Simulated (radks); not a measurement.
Question: Nd II, configuration [Xe] 4f4 6s1. Method: Dirac Kohn-Sham, PBE, spin-unpolarised, spherical densities, finite nucleus; open shells fill j = l - 1/2 first; Fermi nuclear charge, rms radius 4.9123 fm; computed with a radial shooting solver on a logarithmic mesh with Libxc functionals. Some entries of the table are withheld. Estimate them.

| orbital | occ. | eigenvalue (hartree) | r(max) (bohr) |
|---|---|---|---|
| 1s1/2 | 2 | -1593.562 | 0.01510 |
| 2s1/2 | 2 | -257.8104 | 0.08565 |
| 2p1/2 | 2 | -243.9257 | (1) |
| 2p3/2 | 4 | -224.8138 | (2) |
| 3s1/2 | 2 | -56.09193 | 0.2440 |
| 3p1/2 | 2 | -50.16033 | 0.2308 |
| 3p3/2 | 4 | -46.34503 | 0.2425 |
| 3d3/2 | 4 | -36.01310 | 0.1941 |
| 3d5/2 | 6 | -35.18838 | 0.1974 |
| 4s1/2 | 2 | -11.32193 | 0.5656 |
| 4p1/2 | 2 | -9.08330 | (3) |
| 4p3/2 | 4 | -8.25662 | (4) |
| 4d3/2 | 4 | -4.57776 | 0.6142 |
| 4d5/2 | 6 | -4.43176 | 0.6224 |
| 5s1/2 | 2 | -1.70158 | (5) |
| 5p1/2 | 2 | -1.10620 | (6) |
| 5p3/2 | 4 | -0.99513 | (7) |
| 6s1/2 | 1 | -0.30091 | 3.548 |
| 4f5/2 | 4 | -0.28438 | 0.6608 |
| 4f7/2 | 0 | -0.26958 | 0.6660 |

Answer: 
(1) 2p1/2 r(max) (bohr): 0.06508
(2) 2p3/2 r(max) (bohr): 0.07053
(3) 4p1/2 r(max) (bohr): 0.5731
(4) 4p3/2 r(max) (bohr): 0.5981
(5) 5s1/2 r(max) (bohr): 1.322
(6) 5p1/2 r(max) (bohr): 1.450
(7) 5p3/2 r(max) (bohr): 1.523
